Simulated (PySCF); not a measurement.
# Worked example: dipole moment from atomic charges

B(F)(Cl)(Me) (CH3BClF), SMILES FB(Cl)C. Atoms are numbered in the order given.

```xyz
7

B      0.1486     0.2218    -0.3220
F      1.4391     0.4082    -0.5494
Cl    -0.2676    -0.7011     1.1300
C     -0.9286     0.7571    -1.3152
H     -1.9033     0.9343    -0.8397
H     -1.0828    -0.0116    -2.0958
H     -0.5889     1.6701    -1.8287
```

Coordinates come from a B3LYP-D3(BJ)/def2-SVP optimisation.

Charges (e) from PBE0/def2-TZVPD run with PySCF:

```tsv
atom	IAO	ESP fit
B1	0.502	0.561
F2	-0.305	-0.249
Cl3	-0.103	-0.187
C4	-0.623	-0.649
H5	0.174	0.157
H6	0.184	0.178
H7	0.172	0.189
```

The dipole moment of the full density is 1.65 D.

Question: What dipole moment does each set of point charges give, and which comes closer to that of the density?

Answer: 
μ = Σ q r, and 1 e Å = 4.8032 D.
IAO: Σ q r = (-0.390, 0.035, -0.137) e Å, |μ| = 1.99 D.
ESP fit: Σ q r = (-0.225, 0.123, -0.252) e Å, |μ| = 1.73 D.
ESP fit comes closer in size. Point charges leave out the atoms' own dipoles (lone pairs, polarised bonds); fits to the potential absorb them, partitions of the density don't.
